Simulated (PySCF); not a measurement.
HBr⁻, CCSD(T): how much the basis matters

PySCF, UHF reference; doublet, unpaired electrons σ ↑; De to H + Br⁻ without counterpoise correction. Frozen cores follow the default of each basis and core potential.

| basis | relativity | functions | Re (Å) | ωe (cm⁻¹) | De (eV) | frozen orbitals |
| --- | --- | --- | --- | --- | --- | --- |
| aug-cc-pVDZ-DK | spin-free X2C | 45 | 2.295 | 422 | 0.17 | 9 |
| def2-SVPD | no relativity | 49 | 2.477 | 357 | 0.11 | 9 |
| def2-TZVPPD | no relativity | 74 | 2.282 | 471 | 0.16 | 9 |

Problem. How does each smaller set differ from the one with most functions, def2-TZVPPD?

Solution. aug-cc-pVDZ-DK: +1.3 pm, -10.4 % in ωe, +0.01 eV in De; def2-SVPD: +19.5 pm, -24.2 % in ωe, -0.05 eV in De. All at CCSD(T); the set with most functions is neither the basis-set limit nor always the best. The rows treat relativity differently, so the differences are not basis effects alone.

Correlated steps freeze 9 core orbitals. The bond is weak. Basis-set superposition, not corrected here, can be much of De in a small basis, most of all at correlated wavefunction levels. Spin–orbit coupling is left out. For an ion De counts to the pair picked by the measured ionisation energies or electron affinities, which need not be the lowest pair at this level. The state is the lowest determinant that a PBE0 search found; another state may lie lower at other levels.
